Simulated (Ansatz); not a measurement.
The first iterations of a band of BFH2 + H2Se (7 atoms, charge 0, multiplicity 1).

Method: RKS B3LYP-D4/def2-SVP (Ansatz).

```
movable images  : 7
climbing image  : yes
spring          : 5.0 eV/Å²
optimiser       : quadratic models (default)
start path      : through a guess of the saddle point
force threshold : 0.5 eV/Å
iteration limit : 60
end points      : relaxed
```

First end point:

```xyz
7
Properties=species:S:1:pos:R:3
B -0.501 -1.019 0.289
F 0.691 -1.561 0.003
H -1.363 -1.080 -0.557
H -0.746 -0.786 1.451
H 0.718 1.280 -1.485
Se -0.026 1.555 -0.240
H 1.227 1.612 0.538
```

Last end point:

```xyz
7
Properties=species:S:1:pos:R:3
B -0.776 -0.277 0.363
F 1.225 -1.217 -1.043
H -1.588 -0.808 -0.340
H -0.357 -0.738 1.384
H 1.142 -0.290 -1.130
Se -0.293 1.522 -0.170
H 0.646 1.809 0.935
```

| iteration | highest image above the first end (eV) | largest band force component (eV/Å) |
| --- | --- | --- |
| 1 | 1.519 | 3.243 |
| 2 | 1.350 | 2.074 |

Q: Does the band converge within its limit, and where does its top end?

A: It converged. It ended after 8 iterations with the highest image 1.093 eV above the first end. The threshold of 0.5 eV/Å is loose, so the images may lie well off the minimum-energy path. The order of the stationary point at the top wasn't checked. The orbitals stay closed-shell, which can raise the energy where a bond breaks towards radicals; this wasn't checked here.

Time of the run: 72 s on 2 threads of Arm Neoverse V2, on a shared host, peak memory 0.16 GiB.
